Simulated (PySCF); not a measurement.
Ge²⁷⁺ (germanium, charge +27): TPSS calculation

Configuration: [He] 2s2 2p1, 2P determinant. Calculation: PySCF 2.14, in an uncontracted even-tempered set (19 s from 7 bohr⁻², ratio 2.2; 12 p from 9.1 bohr⁻², ratio 2.2; 6 d from 38 bohr⁻², ratio 2.4; 5 f from 56 bohr⁻², ratio 2.4; 4 g from 85 bohr⁻², ratio 2.4); scalar relativity by spin-free X2C-1e.

```
Total energy                                                  : -1353.541 hartree
One-electron energy                                           : -1426.044 hartree
Hartree (Coulomb) energy                                      : 103.556 hartree
Exchange-correlation energy                                   : -31.053 hartree
⟨S²⟩                                                          : 0.7501
⟨L²⟩                                                          : 2.000
Sum of ⟨r⟩                                                    : 0.6493 bohr
Sum of ⟨r²⟩                                                   : 0.1284 bohr²
Traceless quadrupole moment −½Σ⟨3z² − r²⟩ along its main axis : -0.0133 e·bohr²
```

```csv
shell,electrons,mean orbital energy (eV),"rms radius, mean of both spins (bohr)"
1s α,1,-12843.8,0.0538
1s β,1,-12835.6,0.0538
2s α,1,-2905.1,0.211
2s β,1,-2891.2,0.211
2p α,1,-2801.5,0.183
```

Spin-orbit coupling, absent here, splits the open shell strongly.

Densities and radii are taken from the X2C orbitals without a picture-change correction, which distorts them close to the nucleus.
